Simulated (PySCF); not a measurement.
Working out the excitation energy of Ca

Ca [Ar] 4s2 (1S) → Ca [Ar] 3d2 (3F). Computed with PySCF 2.14 in x2c-TZVPPall with one added diffuse shell each of s, p, d type (7s6p4d, 45 functions), with the spin-free X2C one-electron Hamiltonian (Gaussian nucleus). Frozen: [Ne]. Energies in hartree (1 hartree = 27.21139 eV):

| part | Ca (lower) | Ca (upper) |
| --- | --- | --- |
| UHF | -679.620222 | -679.411800 |
| MP2 opposite-spin | -0.146520 | -0.118095 |
| MP2 same-spin | -0.055685 | -0.055458 |

Task: What does Hartree-Fock give?

Result: (-679.411800) − (-679.620222) = 0.208422 hartree = 5.671 eV.

Task: What do MP2 and SCS-MP2 (6/5 opposite-spin, 1/3 same-spin) give?

Result: The opposite-spin parts differ by 0.773 eV and the same-spin parts by 0.006 eV. MP2: 5.671 + (0.773) + (0.006) = 6.450 eV. SCS-MP2: 5.671 + 1.2 × (0.773) + (0.006)/3 = 6.601 eV.

The upper state lies above the first ionisation limit, where it may autoionise and the basis confines it.
